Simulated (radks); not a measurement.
The numbers below are computed, except where a source is named.
All-electron atom: F+ in [He] 2s2 2p4 (the NIST ground configuration).

Code: a radial shooting solver on a logarithmic mesh with Libxc functionals. Model: non-relativistic Kohn-Sham, PBE, spin-polarised, spherical densities, point nucleus; open shells are filled with parallel spins first.

Energy parts (eV):
| part | energy |
|---|---|
| total | -2694.195 |
| kinetic | 2688.246 |
| electron-nucleus | -6311.202 |
| Hartree | 1194.916 |
| exchange-correlation | -266.154 |

Orbitals (lengths in bohr, moments of r in powers of bohr; r(90%) holds 90 % of the orbital's charge):
[
 {"orbital": "1s up", "occ.": "1", "eigenvalue (eV)": "-683.7026", "r(90%)": "0.316"},
 {"orbital": "1s down", "occ.": "1", "eigenvalue (eV)": "-682.0894", "r(90%)": "0.316"},
 {"orbital": "2s up", "occ.": "1", "eigenvalue (eV)": "-48.8813", "r(90%)": "1.52"},
 {"orbital": "2s down", "occ.": "1", "eigenvalue (eV)": "-44.9368", "r(90%)": "1.56"},
 {"orbital": "2p up", "occ.": "3", "eigenvalue (eV)": "-29.9163", "r(90%)": "1.65"},
 {"orbital": "2p down", "occ.": "1", "eigenvalue (eV)": "-25.9748", "r(90%)": "1.74"}
]

The highest occupied level is 2p down at -25.975 eV. Summed over all electrons, <r^2> = 7.249 bohr^2, which gives a Langevin (diamagnetic) susceptibility term of -5.74 x 10^-6 cm^3/mol. The electron density at the nucleus is 451.9 e/bohr^3. For comparison, the ionisation energy in NIST's Atomic Spectra Database is 34.971 eV (measured). In exact Kohn-Sham theory the highest level is minus the ionisation energy, but local and semilocal functionals leave it too shallow, through self-interaction and a potential that decays too fast; potentials with the right tail come closer. Spin moment in Bohr magnetons: 2.
